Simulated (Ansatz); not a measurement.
`C=[CH][Ga]([Cl])[Cl]` + H–F → `[F][Ga]([Cl])[Cl]` + `C=C` at 600 K and 1 bar (ligand exchange at a Ga–C bond).

Isolated molecules relaxed with PBE0-D4/def2-TZVP in Ansatz; ΔE leaves out vibrations. CBS: MP2 limit from def2 TZ/QZ plus the TZ coupled-cluster correction, frozen cores. This one scheme is used for every species. For Ga outer-core shells are correlated without core-valence functions, which leaves a few kJ/mol of doubt a bond. Scalar relativity is left out up to krypton. Each species was taken in one conformer, which may not be the lowest.

```tsv
species	CCSD(T)/CBS energy (Eh)	H − E (kJ/mol)	S (J/(mol·K))
`C=[CH][Ga]([Cl])[Cl]`	-2921.50169	174.0	448.3
H–F	-100.39570	42.3	194.0
`[F][Ga]([Cl])[Cl]`	-2943.43698	52.2	377.3
`C=C`	-78.48111	161.6	257.2
```

H − E and S are ideal-gas, rigid-rotor, harmonic terms from PBE0-D4/def2-TZVP, for one conformer and one mirror image of each species. 1 Eh = 2625.50 kJ/mol, R = 8.31446 J/(mol·K).

Question: By hand: ΔE, ΔH, ΔS and ΔG.

Answer: ΔE = (-2943.43698) + (-78.48111) − (-2921.50169) − (-100.39570) = -0.02070 Eh = -54.3 kJ/mol. Δ(H − E) = 52.2 + 161.6 − 174.0 − 42.3 = -2.5, so ΔH = -56.8 kJ/mol. ΔS = 377.3 + 257.2 − 448.3 − 194.0 = -7.8 J/(mol·K). ΔG = -56.8 − 600 × (-7.8)/1000 = -52.1 kJ/mol.

Question: By hand: the equilibrium constant, and the temperature at which ΔG would vanish if ΔH and ΔS stayed fixed.

Answer: log₁₀ K = −ΔG/(RT ln 10) = 4.5. ΔG = 0 at ΔH/ΔS = 7282 K, far beyond where these terms or the molecules hold.

The number of gas molecules stays the same, so ΔS is small and ΔH decides. A doubt of 5 kJ/mol in ΔE shifts log₁₀ K by 0.4 here. Other conformers and mirror images would add mixing entropy, several J/(mol·K) or more a flexible species. These are equilibria of isolated gas molecules and say nothing of rates. Largest T1 diagnostic: 0.012 (customary marks: 0.02 for closed shells, 0.045 for open ones).
